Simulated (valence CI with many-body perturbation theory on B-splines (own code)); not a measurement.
# Re XXVII: M1 decay

Computed by valence CI with perturbative core correlation (CI+MBPT): three valence electrons over a frozen Dirac-Fock core [Kr] 4d10, a basis of 7 s, 7 p, 7 d, 7 f, 4 g, 2 h functions for each j, with the one-electron correlation potential Σ1 (screened to all orders), the two-electron term Σ2, the three-electron term Σ3, Breit, model QED; selected single and double excitations, second order for the rest, scaled by the run's own slope (own B-spline code, finite nucleus).

No measured spectrum was set against this ion. As an estimate, large intervals hold to a few tenths of a per cent, small ones and those within an open d or f shell to about a per cent. Excitations out of the core, of the other parity, are not computed and may begin above about 166 eV (a cautious bound); beyond it only levels of the ground parity were kept, without lifetimes.

Lines 51 to 100 of 120 in falling wavelength, among levels below 166.18 eV, chosen from the decays that carry over 1 % of a level's rate. Wavelengths and rates use the calculated energies. S is in atomic units (e²a₀⁴ for E2 and M2, e²a₀⁶ for E3), for M1 in squared Bohr magnetons. Weak lines are less certain than strong ones. Lines between different terms over intervals too small for the method are left out, as are lines whose strength nearly cancels. Where a level lies close to another of its J and parity, the split of strength between their lines is uncertain.

Levels are named by their leading jj configuration (3d3/2^4 stands for four electrons in 3d with j = 3/2), which in mixed levels can hold well under half, so a name can repeat and another be missing. Letters in brackets count levels of one name in rising energy.

```
λ vac (nm)                       Upper                       Lower  Type   A (s⁻¹)  S (a.u.)
     308.3         (4f7/2^3) J=9/2 [a]  (4f5/2 4f7/2^2) J=11/2 [a]    M1  5.50e+01  5.98e-01
     303.6   (4f5/2 4f7/2^2) J=7/2 [b]   (4f5/2 4f7/2^2) J=9/2 [b]    M1  1.47e+01  1.22e-01
     303.2   (4f5/2 4f7/2^2) J=3/2 [a]   (4f5/2^2 4f7/2) J=5/2 [a]    M1  2.00e+02  8.26e-01
     298.6      (4f5/2^2 4f7/2) J=15/2      (4f5/2 4f7/2^2) J=15/2    M1  2.69e+02  4.25e+00
     298.3   (4f5/2^2 4f7/2) J=5/2 [c]   (4f5/2^2 4f7/2) J=5/2 [b]    M1  8.62e+01  5.09e-01
     293.8      (4f5/2 4f7/2^2) J=17/2      (4f5/2^2 4f7/2) J=15/2    M1  2.22e+02  3.76e+00
     293.7   (4f5/2 4f7/2^2) J=5/2 [a]   (4f5/2^2 4f7/2) J=7/2 [b]    M1  3.20e+01  1.80e-01
     293.5   (4f5/2 4f7/2^2) J=3/2 [b]       (4f5/2^2 4f7/2) J=1/2    M1  3.41e+02  1.28e+00
     292.0         (4f7/2^3) J=9/2 [a]   (4f5/2 4f7/2^2) J=9/2 [a]    M1  4.68e+02  4.32e+00
     287.9   (4f5/2 4f7/2^2) J=7/2 [b]   (4f5/2 4f7/2^2) J=7/2 [a]    M1  1.44e+01  1.02e-01
     281.9   (4f5/2 4f7/2^2) J=7/2 [a]   (4f5/2^2 4f7/2) J=5/2 [a]    M1  9.28e+01  6.17e-01
     280.6      (4f5/2^2 4f7/2) J=13/2  (4f5/2 4f7/2^2) J=13/2 [a]    M1  1.35e+02  1.55e+00
     275.1  (4f5/2 4f7/2^2) J=11/2 [a]  (4f5/2 4f7/2^2) J=13/2 [a]    M1  1.16e+02  1.08e+00
     273.3   (4f5/2 4f7/2^2) J=3/2 [b]   (4f5/2 4f7/2^2) J=3/2 [a]    M1  5.16e+02  1.56e+00
     271.2         (4f7/2^3) J=9/2 [b]   (4f5/2 4f7/2^2) J=9/2 [b]    M1  1.24e+02  9.15e-01
     258.7         (4f7/2^3) J=9/2 [b]   (4f5/2 4f7/2^2) J=7/2 [a]    M1  3.44e+02  2.20e+00
     251.1         (4f7/2^3) J=9/2 [a]   (4f5/2^2 4f7/2) J=7/2 [b]    M1  1.73e+02  1.01e+00
     241.0   (4f5/2^2 4f7/2) J=5/2 [c]   (4f5/2^2 4f7/2) J=5/2 [a]    M1  6.81e+01  2.12e-01
     240.6   (4f5/2 4f7/2^2) J=9/2 [b]       (4f5/2^2 4f7/2) J=9/2    M1  2.12e+02  1.10e+00
     239.5   (4f5/2^2 4f7/2) J=3/2 [b]   (4f5/2^2 4f7/2) J=5/2 [b]    M1  4.65e+01  9.48e-02
     232.3  (4f5/2 4f7/2^2) J=13/2 [b]  (4f5/2 4f7/2^2) J=11/2 [a]    M1  5.56e+01  3.62e-01
     230.6   (4f5/2^2 4f7/2) J=3/2 [b]   (4f5/2^2 4f7/2) J=3/2 [a]    M1  3.04e+02  5.53e-01
     228.5  (4f5/2 4f7/2^2) J=13/2 [b]      (4f5/2^2 4f7/2) J=13/2    M1  1.12e+02  6.95e-01
     223.0   (4f5/2 4f7/2^2) J=5/2 [a]   (4f5/2^2 4f7/2) J=5/2 [b]    M1  5.79e+01  1.43e-01
     221.0            (4f7/2^3) J=15/2      (4f5/2^2 4f7/2) J=13/2    M1  5.82e+02  3.73e+00
     219.1   (4f5/2 4f7/2^2) J=5/2 [a]   (4f5/2^2 4f7/2) J=7/2 [a]    M1  3.03e+02  7.08e-01
     218.0   (4f5/2 4f7/2^2) J=7/2 [b]   (4f5/2 4f7/2^2) J=9/2 [a]    M1  1.29e+01  3.95e-02
     215.3   (4f5/2 4f7/2^2) J=5/2 [a]   (4f5/2^2 4f7/2) J=3/2 [a]    M1  1.47e+02  3.26e-01
     211.8       (4f5/2^2 4f7/2) J=9/2             (4f5/2^3) J=9/2    M1  4.84e+02  1.70e+00
     208.3         (4f7/2^3) J=9/2 [b]  (4f5/2 4f7/2^2) J=11/2 [a]    M1  1.15e+02  3.87e-01
     207.8   (4f5/2 4f7/2^2) J=3/2 [a]             (4f5/2^3) J=3/2    M1  9.09e+01  1.21e-01
     203.3      (4f5/2^2 4f7/2) J=15/2  (4f5/2 4f7/2^2) J=13/2 [a]    M1  3.59e+02  1.79e+00
     200.7         (4f7/2^3) J=9/2 [b]   (4f5/2 4f7/2^2) J=9/2 [a]    M1  7.09e+01  2.13e-01
     197.5       (4f5/2^2 4f7/2) J=1/2             (4f5/2^3) J=3/2    M1  2.86e+02  1.63e-01
     195.1  (4f5/2^2 4f7/2) J=11/2 [b]       (4f5/2^2 4f7/2) J=9/2    M1  6.99e+01  2.31e-01
     194.5         (4f7/2^3) J=9/2 [a]   (4f5/2^2 4f7/2) J=7/2 [a]    M1  1.82e+01  4.97e-02
     194.3   (4f5/2 4f7/2^2) J=7/2 [b]   (4f5/2^2 4f7/2) J=7/2 [b]    M1  1.98e+01  4.32e-02
     189.4   (4f5/2 4f7/2^2) J=5/2 [a]   (4f5/2^2 4f7/2) J=5/2 [a]    M1  3.84e+01  5.80e-02
     188.0   (4f5/2 4f7/2^2) J=9/2 [a]  (4f5/2^2 4f7/2) J=11/2 [a]    M1  8.85e+01  2.18e-01
     184.2      (4f5/2^2 4f7/2) J=13/2  (4f5/2^2 4f7/2) J=11/2 [a]    M1  6.78e+02  2.20e+00
     181.8  (4f5/2 4f7/2^2) J=11/2 [a]  (4f5/2^2 4f7/2) J=11/2 [a]    M1  1.39e+02  3.70e-01
     180.5         (4f7/2^3) J=9/2 [b]   (4f5/2^2 4f7/2) J=7/2 [b]    M1  1.11e+02  2.42e-01
     176.6   (4f5/2^2 4f7/2) J=5/2 [c]             (4f5/2^3) J=3/2    M1  1.97e+02  2.42e-01
     174.9  (4f5/2^2 4f7/2) J=11/2 [b]  (4f5/2 4f7/2^2) J=13/2 [a]    M1  7.62e+01  1.82e-01
     174.6       (4f5/2 4f7/2^2) J=1/2   (4f5/2^2 4f7/2) J=3/2 [a]    M1  7.40e+01  2.92e-02
     170.5   (4f5/2^2 4f7/2) J=7/2 [a]             (4f5/2^3) J=9/2    M1  5.72e+01  8.41e-02
     162.3   (4f5/2 4f7/2^2) J=3/2 [b]   (4f5/2^2 4f7/2) J=5/2 [b]    M1  7.61e+01  4.83e-02
     160.9  (4f5/2 4f7/2^2) J=11/2 [b]       (4f5/2^2 4f7/2) J=9/2    M1  7.86e+01  1.46e-01
     160.7   (4f5/2 4f7/2^2) J=7/2 [b]   (4f5/2^2 4f7/2) J=5/2 [b]    M1  9.05e+00  1.11e-02
     159.1         (4f7/2^3) J=9/2 [a]       (4f5/2^2 4f7/2) J=9/2    M1  1.08e+01  1.61e-02
```
